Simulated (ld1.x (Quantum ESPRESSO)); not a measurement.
# Transferability test, PAW potential for iodine

iodine, PAW, made with ld1.x (Quantum ESPRESSO) 7.5 (LDA (PZ), scalar-relativistic). Core [Ar] 3d10 4s2, reference 4p6 4d10 5s2 5p5. Waves: 5s (bound): rcut 1.50, rcutus 1.75 bohr; 5s channel at -1 Ry: rcut 1.50, rcutus 1.75 bohr; 4p (bound): rcut 1.05, rcutus 1.15 bohr; 5p (bound): rcut 1.05, rcutus 1.15 bohr; 4d (bound): rcut 1.35, rcutus 1.55 bohr; 4d channel at -3.35 Ry: rcut 1.35, rcutus 1.55 bohr. Local part: all-electron potential smoothed inside 1.55 bohr (lloc = -1). Core correction: Bessel-smoothed model core inside 0.70 bohr. Augmentation charge: BESSEL, radius 1.05 bohr.

Energies are relative to the spin-unpolarised reference configuration 4p6 4d10 5s2 5p5; without spin polarisation the order of configurations can differ from experiment. Spin-polarised rows fill each open shell by Hund’s rule, majority spin first.

```tsv
valence configuration	charge	ΔE all-electron (eV)	error AE − PS (meV)
4p6 4d10 5s2 5p4	+1	11.305	-2.6
4p6 4d10 5s2 5p3	+2	31.369	-7.8
4p6 4d10 5s2 5p2	+3	60.983	-17
4p6 4d9 5s2 5p6	0	45.775	-48
4p6 4d10 5s1 5p6	0	10.512	+1.4
4p6 4d10 5s2 5p1	+4	100.785	-30
4p6 4d10 5s2 5p4 (spin-polarised)	+1	10.743	-2.4
```

Question: What are ΔE and the potential's error for 4p6 4d10 5s2 5p5 (spin-polarised)?

Answer: ΔE = -0.121 eV all-electron; the error (AE − PS) is +0.1 meV.

Question: What are ΔE and the potential's error for 4p6 4d10 5s2 5p4.5?

Answer: ΔE = 4.615 eV all-electron; the error (AE − PS) is -1.0 meV.

Levels in the configuration 4p6 4d9 5s2 5p6:

```json
{"level": "4p", "all-electron (eV)": "-134.597", "pseudo (eV)": "-134.686"}
{"level": "4d", "all-electron (eV)": "-56.797", "pseudo (eV)": "-56.863"}
{"level": "5s", "all-electron (eV)": "-19.463", "pseudo (eV)": "-19.459"}
{"level": "5p", "all-electron (eV)": "-8.293", "pseudo (eV)": "-8.295"}
```

Note: ghost state, extra bound levels that the all-electron valence spectrum of the same l lacks: s at -37.1 eV. A true bound ghost makes a file unfit for plane-wave use.
